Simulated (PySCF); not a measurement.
**C²⁺ (carbon, charge +2) across methods**

[He] 2s2, closed-shell 1S. Computed with PySCF 2.14 in x2c-TZVPPall with one added diffuse shell each of s, p, d type (6s4p3d1f, 40 functions), with the spin-free X2C one-electron Hamiltonian (Gaussian nucleus).

| method | E (hartree) | mean ε 1s (eV) | mean ε 2s (eV) | Σ⟨r²⟩ (bohr²) | ⟨S²⟩ |
| --- | --- | --- | --- | --- | --- |
| PBE | -36.4747 | -308.38 | -40.365 | 4.571 | 0.000 |
| LDA | -36.1431 | -305.82 | -40.161 | 4.606 | 0.000 |
| revPBE | -36.5275 | -308.57 | -40.388 | 4.569 | 0.000 |
| BHandHLYP | -36.5321 | -327.34 | -43.628 | 4.593 | 0.000 |
| UHF | -36.42257 | -344.40 | -46.111 | 4.620 | 0.000 |
| TPSS | -36.5403 | -311.02 | -40.652 | 4.558 | 0.000 |
| r2SCAN | -36.5009 | -312.33 | -40.675 | 4.588 | 0.000 |
| wB97M-V | -36.5497 | -320.62 | -44.491 | 4.585 | 0.000 |
| PBE0 | -36.4854 | -317.56 | -42.044 | 4.572 | 0.000 |
